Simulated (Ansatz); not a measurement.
Consider the cleavage of the Si–Si bond: `C[SiH2][SiH2]C=N` + `[SH][Ti]([Cl])([Cl])[Cl]` → `C[SiH2][S][Ti]([Cl])([Cl])[Cl]` + `N=C[SiH3]`.

Program: Ansatz. Geometries: PBE0-D4/def2-TZVP. ΔE: electronic, gas phase. CBS: MP2 limit from def2 TZ/QZ plus the TZ coupled-cluster correction, frozen cores. For Ti outer-core shells are correlated without core-valence functions, which leaves a few kJ/mol of doubt a bond. Scalar relativity is left out up to krypton. Each species was taken in one conformer, which may not be the lowest.

`C[SiH2][SiH2]C=N`:

Z-matrix (Å, degrees):
```
C
Si 1 1.873
H 1 1.092 2 110.9
H 1 1.091 2 109.3 3 -119.7
H 1 1.092 2 110.7 3 120.2
Si 2 2.340 1 111.7 3 59.9
H 2 1.489 1 111.2 3 -179.2
H 2 1.493 1 110.6 3 -60.2
C 6 1.896 2 108.5 1 59.0
H 6 1.493 2 112.8 1 -60.2
H 6 1.492 2 113.0 1 178.9
N 9 1.271 6 118.5 2 -4.5
H 9 1.101 6 119.8 2 175.5
H 12 1.023 9 111.8 6 -180.0
```

`[SH][Ti]([Cl])([Cl])[Cl]`:

Cartesian coordinates in Å:
```
S 1.434 -1.151 -0.128
Ti -0.188 0.370 0.238
Cl 0.517 1.515 1.930
Cl -0.437 1.595 -1.539
Cl -2.054 -0.660 0.656
H 0.728 -1.668 -1.157
```

`C[SiH2][S][Ti]([Cl])([Cl])[Cl]`:

```xyz
12

C    -0.031    0.840    1.513
Si   -0.005    1.487   -0.230
S     1.014    0.170   -1.620
Ti    0.132   -1.824   -1.159
Cl    1.054   -2.645    0.637
Cl   -2.001   -1.559   -0.813
Cl    0.536   -3.084   -2.877
H    -0.666   -0.042    1.609
H    -0.426    1.619    2.171
H     0.976    0.581    1.848
H     0.787    2.740   -0.319
H    -1.370    1.717   -0.760
```

`N=C[SiH3]`:

Cartesian coordinates in Å:
```
N 1.331 -0.678 0.837
C 0.730 0.233 0.188
Si -1.044 -0.050 -0.396
H 2.281 -0.394 1.089
H 1.212 1.195 -0.050
H -1.091 0.081 -1.877
H -1.917 1.008 0.182
H -1.502 -1.394 0.026
```

| species | CCSD(T)/CBS(def2) energy (Eh) |
| --- | --- |
| `C[SiH2][SiH2]C=N` | -714.35715 |
| `[SH][Ti]([Cl])([Cl])[Cl]` | -2626.86635 |
| `C[SiH2][S][Ti]([Cl])([Cl])[Cl]` | -2956.45554 |
| `N=C[SiH3]` | -384.79808 |

**Question.** Work out ΔE.

**Answer.** ΔE = (-2956.45554) + (-384.79808) − (-714.35715) − (-2626.86635) = -0.03012 Eh = -79.1 kJ/mol.

Largest T1 diagnostic among the species: 0.026, so the coupled-cluster value is less sure than usual.

From PBE to PBE0 (25 % exact exchange), in def2-TZVPP and without D4, ΔE moves by −4.3 kJ/mol. The D4 term adds −9.1 kJ/mol with B3LYP and −5.1 kJ/mol with PBE0; it sums over pairs of atoms, weighted by their polarisabilities, and B3LYP, whose exchange is more repulsive, gets the larger term.

B3LYP here is the variant with VWN-RPA as its local correlation; programs differ in this.
